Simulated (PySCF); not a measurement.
Correlation energy of I (iodine, neutral)

[Kr] 4d10 5s2 5p5, 2P determinant. All numbers are calculated (PySCF 2.14, scalar relativity through the core potential, in def2-SVP with the def2 core potential (28 electrons) (4s4p2d, 26 functions)). Frozen: 4s2 4p6 4d10; 7 electrons correlated.

MP2 pair energies summed by pair of shells (mhartree):

```json
{"pair": "5p-5p", "energy": "-51.99", "share (%)": "66.7"}
{"pair": "5s-5p", "energy": "-21.49", "share (%)": "27.6"}
{"pair": "5s-5s", "energy": "-4.46", "share (%)": "5.7"}
```

Total MP2 correlation energy: -77.94 mhartree.

Same-spin part -20.00 and opposite-spin part -57.94 mhartree; SCS-MP2 scales them by 1/3 and 6/5 to -76.19 mhartree.

```json
{"level": "CCSD", "correlation energy (mhartree)": "-90.47"}
{"level": "(T)", "correlation energy (mhartree)": "-0.78"}
{"level": "CCSD(T)", "correlation energy (mhartree)": "-91.25"}
```

Diagnostics: T1 = 0.0054, D1 = 0.0184, largest double amplitude 0.051.

Is a single reference adequate?

Yes, within this model without spin-orbit coupling: T1 lies below 0.03 and no double amplitude reaches 0.07.
